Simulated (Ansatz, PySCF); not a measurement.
Caution: the highest occupied level lies above zero, so the state may not be bound. This singlet lies 1.12 eV below the relaxed triplet at the level frozen-core CCSD(T)/aug-cc-pVTZ // B3LYP-D3(BJ)/def2-TZVPD (Ansatz, a program for electronic structure).

B3LYP has the VWN-RPA correlation part, as in Gaussian. 

Cartesian coordinates (Å):
SMILES: [NH2][AlH-]
```xyz
5

N     -0.6320    -0.0913    -0.0163
Al     1.0545    -0.7467     0.4106
H     -1.4862    -0.6108     0.1298
H     -0.8463     0.8125    -0.4202
H      1.9100     0.6363    -0.1039
```
Charge -1, spin multiplicity 1.

Problem. Give the HOMO and total energy at the level PySCF with B3LYP-D3(BJ)/def2-TZVPD.

Solution. 
The HOMO is 0.74 eV and the total energy comes out as -8137.98 eV.
